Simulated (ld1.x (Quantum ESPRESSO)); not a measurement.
# Building the ultrasoft potential for Pd (LDA (PZ), fully relativistic).

```
Element                 : Pd
Generator               : ld1.x (Quantum ESPRESSO) 7.5
Type                    : ultrasoft
Functional              : LDA (PZ)
Relativity              : fully relativistic
Frozen core             : [Ar] 3d10
Valence charge          : 18
Reference configuration : 4s2 4p6 4d8 5s0 5p0 (charge +2)
Partial waves           : 4s (bound): rcut 1.30, rcutus 1.60 bohr; 5s (bound, empty): rcut 1.30, rcutus 1.60 bohr; 4p (bound): rcut 1.35, rcutus 1.50 bohr; 5p (bound, empty): rcut 1.35, rcutus 1.50 bohr; 4d (bound): rcut 1.15, rcutus 1.45 bohr; 4d channel at 1 Ry: rcut 1.15, rcutus 1.45 bohr
Local potential         : all-electron potential smoothed inside 1.15 bohr (lloc = -1)
Core correction         : none
Augmentation charge     : PSQ, radius 1.15 bohr
```

Open shells are filled in proportion to 2j + 1 (rel_dist='average').

All-electron outer shells of the reference configuration (LDA (PZ), scalar-relativistic, ld1.x):

| shell | level (eV) | outermost node (bohr) | outermost maximum (bohr) |
| --- | --- | --- | --- |
| 3d | -351.49 | – | 0.28 |
| 4s | -110.55 | 0.45 | 0.85 |
| 4p | -76.23 | 0.46 | 0.90 |
| 4d | -27.58 | 0.45 | 1.07 |
| 5s | -20.58 | 1.13 | 2.27 |
| 5p | -14.22 | 1.26 | 2.71 |

Q: Does the potential have ghost states?

A: No extra level below or beside the all-electron valence levels (s, p1/2, p3/2, d3/2, d5/2, f tested).

Q: Is the overlap operator S = 1 + Σ q|β⟩⟨β| positive definite (Bessel basis up to 400 Ry)?

A: Barely: its lowest eigenvalue is 0.024 (p1/2 channel).

Test run stopped at test 1 of 7 (negative rho).
